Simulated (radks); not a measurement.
Values are calculated unless marked as measured or tabulated.
Problem. Species: Ir XIII. Configuration: [Kr] 4d10 4f14 5s2 5p3. Level of theory: scalar-relativistic Kohn-Sham, PBEsol, spin-polarised, spherical densities, finite nucleus; open shells are filled with parallel spins first (spin-orbit coupling, left out, can overturn this in heavy ions); Fermi nuclear charge, rms radius 5.4032 fm (a radial shooting solver on a logarithmic mesh with Libxc functionals). Some entries of the table are withheld. Estimate them.

orbital,occ.,eigenvalue (hartree),<r^2> (bohr^2)
1s up,1,-2803.910,0.0004198
1s down,1,-2803.893,0.0004198
2s up,1,-497.2949,0.006421
2s down,1,-497.2854,0.006421
2p up,3,-433.3013,0.005363
2p down,3,-433.2869,0.005364
3s up,1,-122.4461,0.04149
3s down,1,-122.4356,0.04149
3p up,3,-103.7224,0.04243
3p down,3,-103.7103,0.04243
3d up,5,-83.07785,0.03513
3d down,5,-83.06592,0.03513
4s up,1,-32.36645,0.2020
4s down,1,-32.34626,0.2019
4p up,3,-26.21498,0.2301
4p down,3,-26.19268,0.2297
4d up,5,-18.64852,0.2625
4d down,5,-18.62032,0.2613
5s up,1,-11.13837,0.9402
5s down,1,-10.96674,0.9357
4f up,7,(1),0.3246
4f down,7,(2),0.3191
5p up,3,(3),1.143
5p down,0,(4),1.144
5d up,0,-7.02742,1.536
5d down,0,-6.85108,1.557
6s up,0,-5.57391,3.187
6s down,0,-5.48364,3.226

Solution. 
(1) 4f up eigenvalue (hartree): -10.20285
(2) 4f down eigenvalue (hartree): -10.15928
(3) 5p up eigenvalue (hartree): -9.32479
(4) 5p down eigenvalue (hartree): -9.14186
